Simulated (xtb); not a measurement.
C$_{4}$H$_{4}$N, doublet, geometry from GFN2-xTB; GFN0-xTB (xtb 6.7.1).

Input for xtb:
```
$ xtb mol.xyz --gfn 0 --uhf 1 --json

# file mol.xyz
9

H     -0.00306512     0.07735829     2.15139521
N     -0.00173582     0.06478905     1.14577413
C     -0.00544177     1.14296516     0.34032033
C      0.00416020    -1.05198339     0.35633521
C     -0.00219146     0.77883833    -0.96507126
C      0.00402130    -0.64308464    -0.94873942
H      0.00794089    -2.03683772     0.77993376
H     -0.00387345     1.41173950    -1.82730995
H      0.00785878    -1.26619621    -1.82150703
```

The log (banner, timings and long lists left out):

```
   ID    Z sym.   atoms
    1    1 H      1, 7-9
    2    7 N      2
    3    6 C      3-6

           -------------------------------------------------
          |                Calculation Setup                |
           -------------------------------------------------

           -------------------------------------------------
          |                 G F N 0 - x T B                 |
           -------------------------------------------------

          ...................................................
          :                      SETUP                      :
          :.................................................:
          :  # basis functions                  28          :
          :  # atomic orbitals                  28          :
          :  # shells                           18          :
          :  # electrons                        25          :
          :  electronic temp.          300.0000000     K    :
          :  accuracy                    1.0000000          :
          :  -> integral cutoff          0.2500000E+02      :
          :  -> integral neglect         0.1000000E-07      :
          ...................................................

         :::::::::::::::::::::::::::::::::::::::::::::::::::::
         ::                     SUMMARY                     ::
         :::::::::::::::::::::::::::::::::::::::::::::::::::::
         :: total energy             -13.482408001603 Eh    ::
         :: gradient norm              0.026354398161 Eh/a0 ::
         :: HOMO-LUMO gap              4.327451414515 eV    ::
         ::.................................................::
         :: H0 energy                -13.647708628952 Eh    ::
         :: repulsion energy           0.233340140909 Eh    ::
         :: electrostat energy        -0.041340666081 Eh    ::
         :: -> Gsolv                   0.000000000000 Eh    ::
         ::    -> Gsasa                0.000000000000 Eh    ::
         ::    -> Gshift               0.000000000000 Eh    ::
         :: dispersion energy         -0.002248692976 Eh    ::
         :: short-range corr.         -0.024450154502 Eh    ::
         :: add. restraining           0.000000000000 Eh    ::
         :: total charge               0.000000000000 e     ::
         :::::::::::::::::::::::::::::::::::::::::::::::::::::

           -------------------------------------------------
          |                Property Printout                |
[...]
        28                          0.6741275              18.3439
      -------------------------------------------------------------
                  HL-Gap            0.1590309 Eh            4.3275 eV
             Fermi-level            0.0000000 Eh            0.0000 eV

     #   Z          covCN         q      C6AA      α(0)
     1   1 H        0.860     0.334     0.619     1.233
     2   7 N        2.805    -0.785    40.813     9.566
     3   6 C        2.177     0.195    26.660     8.339
     4   6 C        3.048     0.231    24.367     8.071
     5   6 C        3.028    -0.080    31.563     9.187
     6   6 C        3.093    -0.118    32.499     9.316
     7   1 H        0.926     0.045     2.382     2.414
     8   1 H        0.927     0.088     1.896     2.153
     9   1 H        0.926     0.090     1.882     2.145

 Mol. C6AA /au·bohr⁶  :       1080.010029
 Mol. C8AA /au·bohr⁸  :      26487.542677
 Mol. α(0) /au        :         52.423260

Wiberg/Mayer (AO) data.
largest (>0.10) Wiberg bond orders for each atom

 ---------------------------------------------------------------------------
     #   Z sym  total        # sym  WBO       # sym  WBO       # sym  WBO
 ---------------------------------------------------------------------------
     1   1 H    0.972 --     2 N    0.942
     2   7 N    3.622 --     3 C    1.302     4 C    1.203     1 H    0.942
     3   6 C    3.156 --     5 C    1.593     2 N    1.302     4 C    0.138
     4   6 C    3.930 --     6 C    1.572     2 N    1.203     7 H    0.972
                             3 C    0.138
     5   6 C    3.950 --     3 C    1.593     6 C    1.251     8 H    0.973
     6   6 C    3.960 --     4 C    1.572     5 C    1.251     9 H    0.970
     7   1 H    0.986 --     4 C    0.972
     8   1 H    0.990 --     5 C    0.973
     9   1 H    0.986 --     6 C    0.970
 ---------------------------------------------------------------------------

Topologies differ in total number of bonds
Writing topology from bond orders to xtbtopo.mol

 dipole moment from electron density (au)
     X       Y       Z
  -0.0001  -0.3417   1.2354  total (Debye):    3.258

           -------------------------------------------------
          | TOTAL ENERGY              -13.482408001603 Eh   |
          | GRADIENT NORM               0.026354398161 Eh/α |
          | HOMO-LUMO GAP               4.327451414515 eV   |
           -------------------------------------------------

normal termination of xtb
```
